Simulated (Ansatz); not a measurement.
Input file for AlBrHO (`[OH][Al][Br]`) radical:

```yaml
crystal:
  periodic: [false, false, false]
  atoms:
    - {symbol: O, position_ang: [-0.417947, 0.558161, -0.729145]}
    - {symbol: Al, position_ang: [-0.100719, -0.215049, 0.745021]}
    - {symbol: Br, position_ang: [1.740930, -1.539731, 0.836008]}
    - {symbol: H, position_ang: [-1.166664, 1.136418, -0.872185]}
basis:
  gaussian: {orbitals: def2-SVP}
magnetization: {spin_polarized: true, initial_magnetization: 1}
correlation: {method: ccsd_t}
scf: {omitted_lower_state_checks: [cluster_reference]}
```

```sh
$ ansatz run in.yaml --threads 2 --pin off --events-out ev --progress --plain
```

Output of Ansatz, abridged:

```
Functional definition: HF
  name "HF"
  cite "Fock, Z. Phys. 61, 126 (1930) doi:10.1007/BF01340294"
  parent pbe
  exchange = exact_x
  correlation = 0
these checks for a lower state are left out or cut short: cluster_reference
642 factors; integrals over basis functions are off by at most 1.0e-3 eV
mean field evaluation 1: about -78621.9848 eV, gradient 2.6e1 eV
mean field evaluation 2: about -78622.0022 eV, gradient 2.6e1 eV
mean field evaluation 4: about -78625.1328 eV, gradient 2.1e0 eV
mean field evaluation 8: about -78625.2326 eV, gradient 1.9e-1 eV
mean field -78625.23355172 eV, -2889.4240389284 hartree, gradient 1.9e-6 eV, S^2 0.753580; 0 other end points of the search recorded, 0 dependent functions left out
15 core orbitals not correlated: weight in the atoms' cores, before any rotation towards them, 1.000 or more for the frozen orbitals, at most 0.000 for the correlated occupied ones
reference -78625.23355172 eV, -2889.4240389284 hartree; 14, 13 occupied and 40, 41 virtual orbitals, 642 factors
second order -12.49554400 eV of doubles, -0.00000000 eV of singles
cycle   1  -12.43971612 eV  change    5.6e-2 eV  update   7.9e-2
cycle   2  -12.68880576 eV  change   -2.5e-1 eV  update   2.5e-2
cycle   3  -12.76280083 eV  change   -7.4e-2 eV  update   1.7e-2
cycle   4  -12.75369212 eV  change    9.1e-3 eV  update   5.2e-3
cycle   5  -12.75207227 eV  change    1.6e-3 eV  update   2.3e-3
cycle   6  -12.75282637 eV  change   -7.5e-4 eV  update   7.9e-4
cycle   7  -12.75265404 eV  change    1.7e-4 eV  update   3.2e-4
cycle   8  -12.75276651 eV  change   -1.1e-4 eV  update   1.2e-4
cycle   9  -12.75279390 eV  change   -2.7e-5 eV  update   4.9e-5
cycle  10  -12.75276747 eV  change    2.6e-5 eV  update   1.7e-5
perturbative correction -0.27554009 eV, -0.0101259116 hartree
Total energy: -78638.26185928 eV, -2889.9028204003 hartree
Checks for a lower state left out: cluster_reference
```

Run time 3.9 s (2 threads of a server CPU on a shared host); peak host memory 0.26 GiB.

The correlation energy is -13.028 eV, 2.1 % of it from (T); the T1 diagnostic reads 0.0130.
